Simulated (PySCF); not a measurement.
**Computed properties of Si(H)(Br)(NH2)2 (BrH5N2Si), SMILES N[SiH](N)Br**

Si(H)(Br)(NH2)2 (BrH₅N₂Si), SMILES Br[SiH](N)N. Coordinates come from a B3LYP-D3(BJ)/def2-SVP optimisation. This is a generated structure with no PubChem entry under its InChIKey; it may be hypothetical. Other conformers were not sampled. All values are computed for the isolated molecule unless a solvent is named; none is compared with measurement here.

**Structure.** All 21 harmonic modes at B3LYP-D3(BJ)/def2-SVP (PySCF) are real, so it is a minimum. With heavy atoms numbered as in [SiH:1]([NH2:2])([NH2:3])[Br:4], the shortest bond between them is Si1–N3 at 1.714 Å and the longest Si1–Br4 at 2.272 Å.

**Vibrations.** The strongest infrared lines (harmonic, unscaled, degenerate partners summed) lie at 466 cm⁻¹ (280 km/mol, H 67 %, N 24 %), 877 cm⁻¹ (279 km/mol, H 64 %, Si 20 %, N 16 %), 961 cm⁻¹ (215 km/mol, H 49 %, Si 32 %, N 19 %). The softest mode is at 180 cm⁻¹ and the zero-point energy is 39.1 kcal/mol.

**Electronic structure.** CAM-B3LYP/def2-TZVP (PySCF) places the frontier levels at -9.07 and 1.60 eV, a gap of 10.67 eV, and gives a dipole moment of 2.37 D and a mean polarisability of 58.6 bohr³. PBE/def2-TZVP (PySCF) at the same geometry gives -6.30 and -0.06 eV, so its gap is 4.43 eV narrower. An orbital gap is neither the optical nor the fundamental gap.

**Excitations.** TDDFT-ωB97X/def2-SVPD (PySCF) has S1 at 7.31 eV (170 nm, f = 0.018, weak); the most intense of the 10 singlets computed lies at 8.46 eV (f = 0.15). T1 (TDA) is at 6.99 eV. TDDFT-PBE/def2-SVPD (PySCF) puts S1 at 6.10 eV. No vertical singlet excitation falls in the visible range (under 3.1 eV).

**NMR.** GIAO shifts at PBE0/pcSseg-1 (PySCF) (non-relativistic, atoms alike by connectivity averaged): ¹H from 1.3 to 5.9 ppm against TMS; ²⁹Si at -16.0 ppm against TMS. Without spin–orbit terms, shifts of atoms bonded to Cl or Br come out too high.
